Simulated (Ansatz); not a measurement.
Start from `[SiH3]O[SiH](S)Cl` and change one atom or group to get `S[SiH](S)Cl`.

Ansatz, PBE0-D4/def2-TZVP geometries, multiplicity 1. Each molecule was computed in one conformer, which needn't be the lowest.

| property | `[SiH3]O[SiH](S)Cl` |
| --- | --- |
| HOMO–LUMO gap (B3LYP/def2-TZVPP) / eV | 7.31 |
| HOMO energy (PBE/def2-TZVPP) / eV | -6.62 |
| LUMO energy (PBE0/def2-TZVPP) / eV | -0.10 |
| size of the dipole moment (PBE/def2-TZVPP) / D | 1.03 |
| HOMO–LUMO gap (ωB97M-V/def2-TZVPP) / eV | 11.70 |
| HOMO–LUMO gap (PBE/def2-TZVPP) / eV | 5.59 |

**Question.** Give the same properties after the change, and the shifts. (Estimate.)

**Answer.** Computed: 
```csv
property,`S[SiH](S)Cl`,shift
HOMO–LUMO gap (B3LYP/def2-TZVPP) / eV,7.01,-0.30
HOMO energy (PBE/def2-TZVPP) / eV,-6.67,-0.05
LUMO energy (PBE0/def2-TZVPP) / eV,-0.38,-0.28
size of the dipole moment (PBE/def2-TZVPP) / D,1.08,0.05
HOMO–LUMO gap (ωB97M-V/def2-TZVPP) / eV,11.65,-0.05
HOMO–LUMO gap (PBE/def2-TZVPP) / eV,5.36,-0.23
```

Dipoles are sizes alone; their direction can turn.

B3LYP here is the variant with VWN-RPA as its local correlation; programs differ in this.
